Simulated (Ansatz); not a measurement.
CrO4H8³⁺, that is [Cr(H2O)4]2+ with one electron fewer. The state is a quartet with charge 3. Geometry B3LYP-D4/def2-SVP, that of the charge +2 quintet; atoms count from 1.

Cartesian coordinates in Å:
```
Cr -0.0005 0.0003 0.0006
O -0.0965 -1.4748 1.4119
H 0.4914 -2.2495 1.4802
H -0.7452 -1.5428 2.1366
O -0.2521 1.4079 1.4589
H -0.8221 2.1973 1.4108
H 0.1801 1.4193 2.3327
O 0.0996 1.4766 -1.4084
H 0.6061 2.3071 -1.3436
H -0.3459 1.4796 -2.2755
O 0.2473 -1.4069 -1.4597
H -0.2445 -2.2442 -1.5462
H 0.8823 -1.3698 -2.1985
```

Q: Estimate the Mulliken populations from the PBE0/def2-TZVP orbitals of Ansatz.

A: 
```
atom  charge (e)  spin (α − β)  d electrons
 Cr1        1.42          3.00         3.97
  O2       -0.55          0.00            –
  H3        0.47          0.00            –
  H4        0.47          0.00            –
  O5       -0.55          0.00            –
  H6        0.47          0.00            –
  H7        0.47          0.00            –
  O8       -0.55          0.00            –
  H9        0.47          0.00            –
 H10        0.47          0.00            –
 O11       -0.55          0.00            –
 H12        0.47          0.00            –
 H13        0.47          0.00            –
```
Mulliken values and Mayer orders depend strongly on the basis.

Q: Where does the spin sit?

A: Summed by element: Cr 3.00, O 0.01, H 0.00, of 3 unpaired in all. Largest on single atoms: Cr1 3.00, O5 0.00, O11 0.00.

Q: And the Mayer bond orders between bonded heavy atoms (over 0.3)?

A: Cr1–O2 0.60 (2.04 Å); Cr1–O5 0.60 (2.04 Å); Cr1–O8 0.60 (2.04 Å); Cr1–O11 0.60 (2.04 Å).
